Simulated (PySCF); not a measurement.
C₃H₃ (SMILES [CH]=C=C), doublet (typed; the unrestricted solution is spin-contaminated), geometry from GFN2-xTB; B3LYP/def2-SVP (PySCF).

Here is a job for PySCF.
```python
from pyscf import gto, scf, dft

mol = gto.M(
    atom='''
C    -0.83809205   -0.53136753    0.74537963
C     0.07485540    0.04745986   -0.06657466
C     0.89824084    0.56950310   -0.79887457
H    -0.83974223   -0.32796193    1.80085104
H    -1.57644059   -1.20394750    0.34804593
H     1.60615765    1.01833687   -1.42847936
''',
    basis='def2-svp',
    spin=1,
    verbose=4,
    symmetry=True,
)

mf = dft.UKS(mol)
mf.xc = 'b3lyp'
mf.irrep_nelec = {'A1': (6, 7), 'A2': (0, 0), 'B1': (3, 1), 'B2': (2, 2)}
mf.kernel()
mf.analyze()
```

### Question
Write the output that PySCF gives for this input, abridged.

### Answer

```
PySCF version 2.14.0

[INPUT] verbose = 4
[INPUT] num. atoms = 6
[INPUT] num. electrons = 21
[INPUT] charge = 0
[INPUT] spin (= nelec alpha-beta = 2S) = 1
[INPUT] symmetry True subgroup None
[INPUT] Mole.unit = angstrom
[INPUT] Symbol           X                Y                Z      unit          X                Y                Z       unit  Magmom
[INPUT]  1 C     -0.838092050000  -0.531367530000   0.745379630000 AA   -1.583764441675  -1.004139103187   1.408563359530 Bohr   0.0
[INPUT]  2 C      0.074855400000   0.047459860000  -0.066574660000 AA    0.141456204945   0.089686137310  -0.125807874236 Bohr   0.0
[INPUT]  3 C      0.898240840000   0.569503100000  -0.798874570000 AA    1.697429181499   1.076204886091  -1.509654145180 Bohr   0.0
[INPUT]  4 H     -0.839742230000  -0.327961930000   1.800851040000 AA   -1.586882829932  -0.619758226984   3.403115256738 Bohr   0.0
[INPUT]  5 H     -1.576440590000  -1.203947500000   0.348045930000 AA   -2.979040966748  -2.275131043355   0.657711486470 Bohr   0.0
[INPUT]  6 H      1.606157650000   1.018336870000  -1.428479360000 AA    3.035198071375   1.924377786847  -2.699434764994 Bohr   0.0

nuclear repulsion = 53.8284426005672
point group symmetry = C2v
symmetry origin: [-2.69960871e-09  1.79973915e-09  8.99869576e-10]
symmetry axis x: [ 0.62075759 -0.76965639  0.14929518]
symmetry axis y: [0.39831905 0.47362904 0.78550459]
symmetry axis z: [-0.67527916 -0.42814083  0.60057763]
num. orbitals of irrep A1 = 28
num. orbitals of irrep A2 = 4
num. orbitals of irrep B1 = 11
num. orbitals of irrep B2 = 14
number of shells = 27
number of NR pGTOs = 93
number of NR cGTOs = 57
basis = def2-svp
ecp = {}

******** <class 'pyscf.dft.uks_symm.SymAdaptedUKS'> ********
method = SymAdaptedUKS
initial guess = minao
damping factor = 0
level_shift factor = 0
DIIS = <class 'pyscf.scf.diis.CDIIS'>
diis_start_cycle = 1
diis_space = 8
diis_damp = 0
SCF conv_tol = 1e-09
SCF conv_tol_grad = None
SCF max_cycles = 50
direct_scf = True
direct_scf_tol = 1e-13
number electrons alpha = 11  beta = 10
irrep_nelec {'A1': (6, 7), 'A2': (0, 0), 'B1': (3, 1), 'B2': (2, 2)}
XC library pyscf.dft.libxc version 7.1.2
    S. Lehtola, C. Steigemann, M. J. T. Oliveira, and M. A. L. Marques,  SoftwareX 7, 1–5 (2018)
XC functionals = b3lyp
    P. J. Stephens, F. J. Devlin, C. F. Chabalowski, and M. J. Frisch,  J. Phys. Chem. 98, 11623 (1994)
radial grids:
    Treutler-Ahlrichs [JCP 102, 346 (1995); DOI:10.1063/1.469408] (M4) radial grids

becke partition: Becke, JCP 88, 2547 (1988); DOI:10.1063/1.454033
pruning grids: <function nwchem_prune>
grids dens level: 3
symmetrized grids: True
atomic radii adjust function: <function treutler_atomic_radii_adjust>
small_rho_cutoff = 0
Freeze 21 electrons in irreps ['A1', 'A2', 'B1', 'B2']
    0 free electrons in irreps
Set gradient conv threshold to 3.16228e-05
tot grids = 71784
init E= -116.180998688666

cycle= 1 E= -115.375479668044  delta_E= 0.806  |g|= 0.275  |ddm|= 2.55

cycle= 2 E= -115.207139609579  delta_E= 0.168  |g|= 0.576  |ddm|= 0.89

cycle= 3 E= -115.403502405717  delta_E= -0.196  |g|= 0.189  |ddm|= 0.661

cycle= 4 E= -115.424005154522  delta_E= -0.0205  |g|= 0.0568  |ddm|= 0.234

cycle= 5 E= -115.425862106839  delta_E= -0.00186  |g|= 0.0188  |ddm|= 0.0669

cycle= 6 E= -115.42611292364  delta_E= -0.000251  |g|= 0.00445  |ddm|= 0.025

cycle= 7 E= -115.426169147078  delta_E= -5.62e-05  |g|= 0.0034  |ddm|= 0.0157

cycle= 8 E= -115.426193460336  delta_E= -2.43e-05  |g|= 0.00126  |ddm|= 0.00899

cycle= 9 E= -115.426200621955  delta_E= -7.16e-06  |g|= 0.000488  |ddm|= 0.00771

cycle= 10 E= -115.426201048488  delta_E= -4.27e-07  |g|= 5.98e-05  |ddm|= 0.00163

cycle= 11 E= -115.426201058604  delta_E= -1.01e-08  |g|= 2.2e-05  |ddm|= 0.000277

cycle= 12 E= -115.426201059342  delta_E= -7.38e-10  |g|= 1.04e-05  |ddm|= 6.59e-05

Extra cycle  E= -115.426201059116  delta_E= 2.26e-10  |g|= 2.27e-05  |ddm|= 3.3e-05
converged SCF energy = -115.426201059116  <S^2> = 1.7628368  2S+1 = 2.8374896
**** SCF Summaries ****
Total Energy =                        -115.426201059116067
Nuclear Repulsion Energy =              53.828442600567229
One-electron Energy =                 -260.138178539620526
Two-electron Energy =                   90.883534879937230
Two-electron Coulomb Energy =          108.141368320552999
DFT Exchange-Correlation Energy =      -17.257833440615769
Wave-function symmetry = A1
alpha occupancy for each irrep:     A1   A2   B1   B2
                                     6    0    3    2
beta  occupancy for each irrep:     A1   A2   B1   B2
                                     7    0    1    2
**** MO energy ****
alpha MO #1 (A1 #1), energy= -10.2574476534617 occ= 1
alpha MO #2 (A1 #2), energy= -10.2046763272046 occ= 1
alpha MO #3 (A1 #3), energy= -10.1856466578381 occ= 1
alpha MO #4 (A1 #4), energy= -0.789913664991933 occ= 1
alpha MO #5 (A1 #5), energy= -0.698810746363411 occ= 1
alpha MO #6 (A1 #6), energy= -0.527360795843474 occ= 1
alpha MO #7 (B2 #1), energy= -0.483940979460341 occ= 1
alpha MO #8 (B1 #1), energy= -0.368631935834677 occ= 1
alpha MO #9 (B2 #2), energy= -0.285158327350578 occ= 1
alpha MO #10 (B1 #2), energy= -0.239501346968402 occ= 1
alpha MO #11 (B1 #3), energy= 0.00102364597144067 occ= 1
alpha MO #12 (A1 #7), energy= -0.412191973624701 occ= 0
alpha MO #13 (B2 #3), energy= 0.0268217528943629 occ= 0
alpha MO #14 (A1 #8), energy= 0.0712743835539653 occ= 0
alpha MO #15 (A1 #9), energy= 0.101667286364444 occ= 0
alpha MO #16 (B2 #4), energy= 0.135526036013086 occ= 0
alpha MO #17 (A1 #10), energy= 0.239438622351152 occ= 0
alpha MO #18 (A1 #11), energy= 0.275148428980852 occ= 0
alpha MO #19 (A1 #12), energy= 0.308601726662827 occ= 0
alpha MO #20 (B1 #4), energy= 0.438872668840825 occ= 0
alpha MO #21 (A1 #13), energy= 0.4409771705409 occ= 0
alpha MO #22 (B2 #5), energy= 0.470272819313621 occ= 0
alpha MO #23 (B1 #5), energy= 0.510105617858372 occ= 0
alpha MO #24 (B2 #6), energy= 0.587812519103512 occ= 0
alpha MO #25 (A1 #14), energy= 0.610030885632911 occ= 0
alpha MO #26 (B1 #6), energy= 0.628089654650197 occ= 0
alpha MO #27 (A1 #15), energy= 0.641653568793299 occ= 0
alpha MO #28 (B2 #7), energy= 0.645249030558888 occ= 0
alpha MO #29 (B2 #8), energy= 0.751820202830235 occ= 0
alpha MO #30 (A1 #16), energy= 0.753973946531911 occ= 0
alpha MO #31 (A1 #17), energy= 0.915516673387121 occ= 0
alpha MO #32 (A1 #18), energy= 1.01184864051547 occ= 0
alpha MO #33 (A2 #1), energy= 1.14257533644483 occ= 0
alpha MO #34 (B1 #7), energy= 1.21059802051581 occ= 0
alpha MO #35 (A1 #19), energy= 1.24789283997153 occ= 0
alpha MO #36 (B2 #9), energy= 1.39439425903696 occ= 0
alpha MO #37 (A1 #20), energy= 1.50339058281166 occ= 0
alpha MO #38 (A2 #2), energy= 1.51640984124904 occ= 0
alpha MO #39 (B1 #8), energy= 1.53480875443145 occ= 0
alpha MO #40 (B2 #10), energy= 1.56423544548329 occ= 0
alpha MO #41 (A1 #21), energy= 1.65339146942338 occ= 0
alpha MO #42 (B2 #11), energy= 1.69674107016542 occ= 0
alpha MO #43 (B1 #9), energy= 1.77882351557974 occ= 0
alpha MO #44 (A2 #3), energy= 1.86859249550787 occ= 0
alpha MO #45 (A1 #22), energy= 1.87879849695511 occ= 0
alpha MO #46 (A1 #23), energy= 1.98309627046176 occ= 0
alpha MO #47 (B2 #12), energy= 2.12941406396024 occ= 0
alpha MO #48 (A1 #24), energy= 2.13738150319676 occ= 0
alpha MO #49 (B1 #10), energy= 2.14596594450177 occ= 0
alpha MO #50 (A2 #4), energy= 2.23172550301782 occ= 0
alpha MO #51 (A1 #25), energy= 2.44995799213324 occ= 0
alpha MO #52 (B2 #13), energy= 2.65036689424731 occ= 0
alpha MO #53 (A1 #26), energy= 2.83438444793011 occ= 0
alpha MO #54 (B1 #11), energy= 2.91293626792198 occ= 0
alpha MO #55 (A1 #27), energy= 3.04417392491542 occ= 0
alpha MO #56 (B2 #14), energy= 3.21102277638173 occ= 0
alpha MO #57 (A1 #28), energy= 3.84918347913769 occ= 0
beta  MO #1 (A1 #1), energy= -10.253229005719 occ= 1
beta  MO #2 (A1 #2), energy= -10.1947964266523 occ= 1
beta  MO #3 (A1 #3), energy= -10.1830461724756 occ= 1
beta  MO #4 (A1 #4), energy= -0.800358737193744 occ= 1
beta  MO #5 (A1 #5), energy= -0.701799430345885 occ= 1
beta  MO #6 (A1 #6), energy= -0.556645547399037 occ= 1
beta  MO #7 (A1 #7), energy= -0.517862383501852 occ= 1
beta  MO #8 (B2 #1), energy= -0.494193839674053 occ= 1
beta  MO #9 (B1 #1), energy= -0.294588832743366 occ= 1
beta  MO #10 (B2 #2), energy= -0.278951441563547 occ= 1
beta  MO #11 (B1 #2), energy= -0.100205054749133 occ= 0
beta  MO #12 (B2 #3), energy= 0.0287702796568577 occ= 0
beta  MO #13 (A1 #8), energy= 0.0699253783554452 occ= 0
beta  MO #14 (A1 #9), energy= 0.104486611895126 occ= 0
beta  MO #15 (B1 #3), energy= 0.136601474554867 occ= 0
beta  MO #16 (B2 #4), energy= 0.136994873323957 occ= 0
beta  MO #17 (A1 #10), energy= 0.238125651732416 occ= 0
beta  MO #18 (A1 #11), energy= 0.278833356611763 occ= 0
beta  MO #19 (A1 #12), energy= 0.301517103555416 occ= 0
beta  MO #20 (A1 #13), energy= 0.448974215110934 occ= 0
beta  MO #21 (B2 #5), energy= 0.472009748065556 occ= 0
beta  MO #22 (B1 #4), energy= 0.480864818453349 occ= 0
beta  MO #23 (B1 #5), energy= 0.557616948330863 occ= 0
beta  MO #24 (B2 #6), energy= 0.586905890878279 occ= 0
beta  MO #25 (A1 #14), energy= 0.609446170800874 occ= 0
beta  MO #26 (A1 #15), energy= 0.636873283338441 occ= 0
beta  MO #27 (B2 #7), energy= 0.641528396362957 occ= 0
beta  MO #28 (B1 #6), energy= 0.675658758766563 occ= 0
beta  MO #29 (B2 #8), energy= 0.747799244492021 occ= 0
beta  MO #30 (A1 #16), energy= 0.756493069642315 occ= 0
beta  MO #31 (A1 #17), energy= 0.902745381784236 occ= 0
beta  MO #32 (A1 #18), energy= 1.01632700610726 occ= 0
beta  MO #33 (A2 #1), energy= 1.15370527470915 occ= 0
beta  MO #34 (B1 #7), energy= 1.22278734557162 occ= 0
beta  MO #35 (A1 #19), energy= 1.23803127019779 occ= 0
beta  MO #36 (B2 #9), energy= 1.37739384128576 occ= 0
beta  MO #37 (A1 #20), energy= 1.53615079681881 occ= 0
beta  MO #38 (B1 #8), energy= 1.53763732268051 occ= 0
beta  MO #39 (B2 #10), energy= 1.54530445125534 occ= 0
beta  MO #40 (A2 #2), energy= 1.55896316134915 occ= 0
beta  MO #41 (A1 #21), energy= 1.66506127679582 occ= 0
beta  MO #42 (B2 #11), energy= 1.670706300229 occ= 0
beta  MO #43 (B1 #9), energy= 1.7828142994721 occ= 0
beta  MO #44 (A1 #22), energy= 1.90779720207968 occ= 0
beta  MO #45 (A2 #3), energy= 1.91827867161367 occ= 0
beta  MO #46 (A1 #23), energy= 2.01007263130008 occ= 0
beta  MO #47 (B2 #12), energy= 2.11528599601801 occ= 0
beta  MO #48 (A1 #24), energy= 2.12988417900223 occ= 0
beta  MO #49 (B1 #10), energy= 2.17044902042634 occ= 0
beta  MO #50 (A2 #4), energy= 2.26368834501586 occ= 0
beta  MO #51 (A1 #25), energy= 2.42208049951344 occ= 0
beta  MO #52 (B2 #13), energy= 2.6380812910079 occ= 0
beta  MO #53 (A1 #26), energy= 2.82781675459155 occ= 0
beta  MO #54 (B1 #11), energy= 2.94755772841787 occ= 0
beta  MO #55 (A1 #27), energy= 3.0193613759836 occ= 0
beta  MO #56 (B2 #14), energy= 3.19780639779518 occ= 0
beta  MO #57 (A1 #28), energy= 3.83273955753198 occ= 0
 ** Mulliken pop alpha/beta on meta-lowdin orthogonal AOs **
 ** Mulliken pop       alpha | beta **
In total            11.00000 | 10.00000
 ** Mulliken atomic charges   ( Nelec_alpha | Nelec_beta ) **
charge of  0C =     -0.19540  (     3.25013      2.94527 )
charge of  1C =     -0.18730  (     3.19025      2.99705 )
charge of  2C =     -0.21704  (     3.49642      2.72062 )
charge of  3H =      0.19602  (     0.35730      0.44668 )
charge of  4H =      0.19602  (     0.35730      0.44668 )
charge of  5H =      0.20770  (     0.34860      0.44370 )
Dipole moment(X, Y, Z, Debye): -0.99269, -0.62939,  0.88288
```
